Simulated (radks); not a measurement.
The niobium anion Nb- inside a hard spherical wall (all orbitals vanish at R), configuration held at [Kr] 4d4 5s2 and not refilled when levels cross. Method: scalar-relativistic Kohn-Sham, PBEsol, spin-polarised, spherical densities, point nucleus; open shells are filled with parallel spins first (spin-orbit coupling, left out, can overturn this in heavy ions); computed with a radial shooting solver on a logarithmic mesh with Libxc functionals. Eigenvalues in eV for spin up, with the zero of energy where the potential of the charges vanishes at infinity; a dash marks a level that is unbound or too diffuse for the functional's potential to be trusted. A positive occupied level is held by the wall or, in an anion where self-interaction has pushed it up, behind a barrier. The pressure on the wall is -dE/dV.

| R (bohr) | E (hartree) | kinetic (hartree) | e(4s) | e(4p) | e(5s) | e(4d) | e(5p, empty) | e(6s, empty) | pressure (GPa) |
|---|---|---|---|---|---|---|---|---|---|
| 20 | -3817.63422 | 3930.450 | -53.912 | -30.144 | 0.026 | 1.119 | 2.093 | 2.177 | 0.000406 |
| 12 | -3817.63060 | 3930.465 | -53.563 | -29.792 | 0.320 | 1.465 | 2.783 | 4.238 | 0.0294 |
| 8 | -3817.59734 | 3930.607 | -52.253 | -28.485 | 1.375 | 2.664 | 4.499 | 9.870 | 0.917 |
| 6 | -3817.46985 | 3931.087 | -49.559 | -25.843 | 3.844 | 5.022 | 8.055 | 20.614 | 8.81 |
| 5 | -3817.24031 | 3931.871 | -46.452 | -22.848 | 7.322 | 7.793 | 12.793 | 33.880 | 34.3 |
| 3 | -3813.92034 | 3942.613 | -27.940 | -5.023 | 43.909 | 27.851 | 57.814 | 140.47 | 1380 |
| 2.5 | -3809.57067 | 3956.499 | -14.247 | 9.210 | 82.847 | 45.494 | 101.65 | 233.01 | 5100 |
